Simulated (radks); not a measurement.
Q: Coherent X-ray form factor from a spherical all-electron density. All-electron calculation, scalar-relativistic Kohn-Sham, r2SCAN, spin-polarised, spherical densities, finite nucleus; meta-GGA in the generalised Kohn-Sham scheme; Fermi nuclear charge, rms radius of each element as measured or else 0.836 A^(1/3) + 0.57 fm. Program: a radial shooting solver on a logarithmic mesh with Libxc functionals.

| sin(theta)/lambda (1/angstrom) | f0 (electrons) |
|---|---|
| 0.05 | 65.330 |
| 0.1 | 63.437 |
| 0.15 | 60.625 |
| 0.2 | 57.274 |
| 0.25 | 53.730 |
| 0.3 | 50.246 |
| 0.4 | 43.961 |
| 0.5 | 38.741 |
| 0.6 | 34.386 |
| 0.8 | 27.506 |
| 1 | 22.562 |
| 1.25 | 18.558 |
| 1.5 | 16.067 |
| 2 | 12.574 |

The species is in the configuration that NIST lists as its ground one. Which atom or ion scatters so?

A: The erbium ion Er2+, [Xe] 4f12. Extrapolating in s^2 from the first two rows gives f0(0) = 66.0, near the electron count 66; among species with that count, the fall with angle is slower the higher Z, and the table is that of Z = 68; from so few rows the species is fixed only to a neighbour or two.
